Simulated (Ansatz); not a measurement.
Co₃W⁺, 4 atoms. Hardware: 4 threads of Arm Neoverse V1 on a shared host.

In the def2 sets W takes a core potential; there is no spin–orbit coupling. Correlated methods freeze 15 core orbitals; core or outer-core shells of Co, W are correlated, in sets that lack core-valence functions.

How many basis functions does each of these Ansatz runs have, and roughly what does it cost? LDA (SPW92)/def2-TZVP, charge 1 triplet, energy, from earlier orbitals; r2SCAN-D4/def2-TZVP, charge 1 septet, energy and forces, from earlier orbitals; MP2/def2-TZVP, charge 1 quintet, energy, from earlier orbitals; PBE0-D4/def2-TZVP, charge 1 triplet, energy, from earlier orbitals; LC-ωPBE (ω = 0.30 bohr⁻¹)/def2-SVP, charge 1 triplet, energy, from earlier orbitals; PBE0-D4/def2-TZVP, charge 1 quintet, energy, from earlier orbitals; LC-ωPBE (ω = 0.10 bohr⁻¹)/def2-SVP, charge 1 septet, energy, from earlier orbitals; PBE-D4/def2-SVP, charge 1 septet, frequencies; PBE-D4/def2-SVP, charge 1 quintet, relaxation, 5 steps; LC-ωPBE (ω = 0.10 bohr⁻¹)/def2-SVP, charge 1 quintet, energy, from earlier orbitals; PBE-D4/def2-SVP, charge 1 septet, energy, from earlier orbitals; PBE-D4/def2-SVP, charge 1 triplet, energy with a search over starts.

Other jobs shared the machine, so times can vary by a factor of up to 3. A dash marks memory too small to be measured apart from the calling script's.

```
                                                                                run  functions  fitting or Cholesky vectors  wall time  peak host memory (GiB)
             LDA (SPW92)/def2-TZVP, charge 1 triplet, energy, from earlier orbitals        175                         1686      9.5 s                    0.58
                    PBE-D4/def2-SVP, charge 1 septet, energy, from earlier orbitals        125                         1465       13 s                       –
                             PBE-D4/def2-SVP, charge 1 quintet, relaxation, 5 steps        125                         1465       25 s                       –
LC-ωPBE (ω = 0.30 bohr⁻¹)/def2-SVP, charge 1 triplet, energy, from earlier orbitals        125                         1465       28 s                       –
 LC-ωPBE (ω = 0.10 bohr⁻¹)/def2-SVP, charge 1 septet, energy, from earlier orbitals        125                         1465       30 s                       –
LC-ωPBE (ω = 0.10 bohr⁻¹)/def2-SVP, charge 1 quintet, energy, from earlier orbitals        125                         1465       31 s                       –
                 PBE0-D4/def2-TZVP, charge 1 triplet, energy, from earlier orbitals        175                         1701       63 s                    0.93
                PBE-D4/def2-SVP, charge 1 triplet, energy with a search over starts        125                         1465       76 s                       –
                     MP2/def2-TZVP, charge 1 quintet, energy, from earlier orbitals        175                         1701       81 s                    0.99
                                      PBE-D4/def2-SVP, charge 1 septet, frequencies        125                         1465       94 s                       –
                 PBE0-D4/def2-TZVP, charge 1 quintet, energy, from earlier orbitals        175                         1701      100 s                     1.2
     r2SCAN-D4/def2-TZVP, charge 1 septet, energy and forces, from earlier orbitals        175                         1686      2 min                    0.76
```
